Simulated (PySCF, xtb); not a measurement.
C3O3Ru, SMILES [O+]#[C-]->[Ru](<-[C-]#[O+])<-[C-]#[O+], multiplicity 1.

Harmonic wavenumbers (cm⁻¹) from GFN2-xTB (xtb 6.7.1) at its own minimum, in rising order: 43, 55, 62, 187, 229, 249, 346, 401, 416, 481, 541, 577, 2033, 2052, 2132.

### Question
What does PBE0-D3(BJ)/def2-SVP run with PySCF 2.14.0 give at its own minimum? (The exact figures need the calculation; the answer reports its results.)

### Answer
58, 90, 102, 338, 347, 411, 429, 471, 519, 558, 609, 631, 2103, 2104, 2194. Paired by order, the mean absolute difference is 77 cm⁻¹ and the zero-point energies are 14.0 and 15.7 kcal/mol.
